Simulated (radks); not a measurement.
Question: Species: Fe II. Configuration: [Ar] 3d6 4s1 (the NIST ground configuration). Method: non-relativistic Kohn-Sham, TPSS, spin-polarised, spherical densities, point nucleus; open shells are filled with parallel spins first; meta-GGA in the generalised Kohn-Sham scheme; computed with a radial shooting solver on a logarithmic mesh with Libxc functionals. Some entries of the table are withheld. Estimate them.

orbital,occ.,eigenvalue (Ry),<r^2> (bohr^2),<1/r> (bohr^-1)
1s up,1,-511.2129,0.004684,25.53
1s down,1,-511.2105,0.004684,25.53
2s up,1,-60.10518,0.08592,5.467
2s down,1,-59.97410,0.08566,5.475
2p up,3,-51.84188,0.06890,5.413
2p down,3,-51.73651,0.06864,5.420
3s up,1,-7.57428,0.7739,1.721
3s down,1,-7.24181,0.7777,1.715
3p up,3,-5.15856,0.8737,1.595
3p down,3,-4.82570,0.8815,1.587
3d up,5,-1.29230,1.563,1.234
3d down,1,-0.97697,1.766,1.198
4s up,1,-0.94310,8.176,0.4851
4s down,0,-0.78840,9.234,0.4517
4p up,0,-0.56609,13.02,(1)
4p down,0,-0.45696,14.94,(2)

Answer: 
(1) 4p up <1/r> (bohr^-1): 0.3830
(2) 4p down <1/r> (bohr^-1): 0.3519
